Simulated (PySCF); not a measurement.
What settings do to a single point of [TaH6]−

The sound run of [TaH6]− (singlet) uses PySCF 2.14.0, RKS r2SCAN, Ta def2-SVP with ECP60, H def2-SVP; non-relativistic Hamiltonian with scalar-relativistic core potentials where named; density fitting; no spin-orbit coupling, grid (50, 194), threshold 1e-8 Eh and 55 cycles, at the relaxed geometry:

```xyz
7

Ta    0.0000    0.0000    0.0997
H     1.6771    0.0000    0.8472
H    -0.8386    1.4524    0.8472
H    -0.8386   -1.4524    0.8472
H     1.1662    0.0000   -1.2492
H    -0.5831    1.0100   -1.2492
H    -0.5831   -1.0100   -1.2492
```

There Ta1 has a Mulliken charge of 0.41 e and the dipole about the centre of mass is 2.07 D. Each run below changes one thing and starts from free metal ions and neutral atoms unless it says otherwise; with 55 cycles, smearing, a level shift and second-order steps follow where DIIS fails, and their cycles count. Energy shifts count from the sound run.

| change | outcome | cycles | energy shift (eV) | largest force component (eV/Å) | charge on Ta1 (e) | dipole about the centre of mass (D) |
| --- | --- | --- | --- | --- | --- | --- |
| threshold 0.0001 | converged | 5 | 0.0001 | 0.02 | 0.42 | 2.05 |

One further run converged with energy shift (eV) -0.0121, largest force component (eV/Å) 0.01, charge on Ta1 (e) 0.41, dipole about the centre of mass (D) 2.07. Which change was it?
A. grid (99, 590)
B. cycle limit 8
C. start from the bare core Hamiltonian, limit 63 cycles

A.

And the other changes listed?


```json
{"change": "start from the bare core Hamiltonian, limit 63 cycles", "outcome": "converged", "cycles": "10", "energy shift (eV)": "0.0000", "largest force component (eV/Å)": "0.01", "charge on Ta1 (e)": "0.41", "dipole about the centre of mass (D)": "2.07"}
{"change": "cycle limit 8", "outcome": "converged", "cycles": "8", "energy shift (eV)": "0.0000", "largest force component (eV/Å)": "0.01", "charge on Ta1 (e)": "0.41", "dipole about the centre of mass (D)": "2.07"}
```

Forces carry noise of the integration grid, about 0.01 to 0.03 eV/Å.

No frequency check is given that shows the relaxed geometry to be a minimum.
